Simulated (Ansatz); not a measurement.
Calculated with Ansatz (gas phase, PBE0-D4/def2-TZVP geometries, no zero-point term in ΔE). CCSD(T)/CBS adds triple-zeta CCSD(T) − MP2 to the extrapolated MP2 energy (def2 sets, frozen cores). DFT in def2-TZVPP. For Ge outer-core shells are correlated without core-valence functions, which leaves a few kJ/mol of doubt a bond. Scalar relativity is left out up to krypton. One conformer a species, not always the lowest.

Reaction (ligand exchange at the Si–S bond): `[OH][GeH]([F])[S][SiH3]` + `B[Si](O)(F)Cl` → `B[Si](F)(Cl)O[SiH3]` + `[OH][GeH]([F])[SH]`

```tsv
level	ΔE (kJ/mol)
PBE0	-32.1
HF/def2-TZVPP	-62.9
SCS-MP2/def2-QZVPP	-46.3
CCSD/CBS(def2)	-44.2
```

Q: What does CCSD(T)/CBS give? (Best estimate.)

A: The calculation gave: -40.4 kJ/mol. The listed levels differ from it by 8.3, -22.5, -5.9, -3.8 kJ/mol.

Largest T1 diagnostic among the species: 0.012.

The D4 term adds +3.2 kJ/mol with B3LYP and +1.4 kJ/mol with PBE0; it sums over pairs of atoms, weighted by their polarisabilities, and B3LYP, whose exchange is more repulsive, gets the larger term. From PBE to PBE0 (25 % exact exchange), in def2-TZVPP and without D4, ΔE moves by −3.7 kJ/mol. In def2-TZVPP, CCSD(T) changes the Hartree–Fock value by +19.3 kJ/mol (the triples alone add +3.8 kJ/mol) and MP2 by +22.7 kJ/mol.

B3LYP here is the variant with VWN-RPA as its local correlation; programs differ in this.
